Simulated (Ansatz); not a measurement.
Input file for Ansatz (a program for electronic structure): R-SVWN5/def2-TZVPP on CH5BFN (SMILES CB(N)F), a point of a torsion scan.

Ansatz 0.2 input:
```yaml
crystal:
  periodic: [false, false, false]
  atoms:
    - {symbol: C, position_ang: [-1.18143791, 0.00081040, -0.23549040]}
    - {symbol: B, position_ang: [0.22972482, 0.00753628, 0.47308061]}
    - {symbol: N, position_ang: [1.45448264, 0.30308109, -0.21230119]}
    - {symbol: F, position_ang: [0.27640670, -0.16764015, 1.80109318]}
    - {symbol: H, position_ang: [-1.50882466, -1.02625334, -0.38878214]}
    - {symbol: H, position_ang: [-1.16187194, 0.48157371, -1.20779629]}
    - {symbol: H, position_ang: [-1.94038535, 0.47848209, 0.37918690]}
    - {symbol: H, position_ang: [1.72096195, 1.26445570, -0.34318258]}
    - {symbol: H, position_ang: [2.24208905, -0.10305388, 0.28947465]}
basis:
  gaussian:
    orbitals: def2-TZVPP
hamiltonian:
  xc: {name: SVWN5}
scf: {lower_state_search: off}
```

Program output:

```
WARN ansatz: RAYON_NUM_THREADS=1 ignored (pool sized by the plan → 1); use --threads N
Functional definition: SVWN5
these checks for a lower state are left out or cut short: stability, starts, cluster_reference, orbital_swaps, neighbouring_geometries, increment
integrals: 0.08 GiB planned
955 factors; their error is unknown
mean field: 0.69 GiB planned
mean field evaluation 1: about -5942.8537 eV, gradient 9.2e1 eV
mean field evaluation 2: about -5910.4650 eV, gradient 1.4e2 eV
mean field evaluation 4: about -5958.9724 eV, gradient 1.5e1 eV
mean field evaluation 8: about -5959.3639 eV, gradient 2.7e-1 eV
mean field evaluation 16: about -5959.3492 eV, gradient 1.2e-4 eV
mean field -5959.34924483 eV, -219.0020453555 hartree, gradient 2.8e-6 eV, S^2 0.000000; 0 other end points of the search recorded, 0 dependent functions left out
reference -5959.34928199 eV, -219.0020467210 hartree; 16, 16 occupied and 178, 178 virtual orbitals, 955 factors
Total energy: -5959.34928199 eV, -219.0020467210 hartree
Checks for a lower state left out: stability, starts, cluster_reference, orbital_swaps, neighbouring_geometries, increment
```

Self-consistency was reached.

Cost: very roughly 1.1 core-seconds.
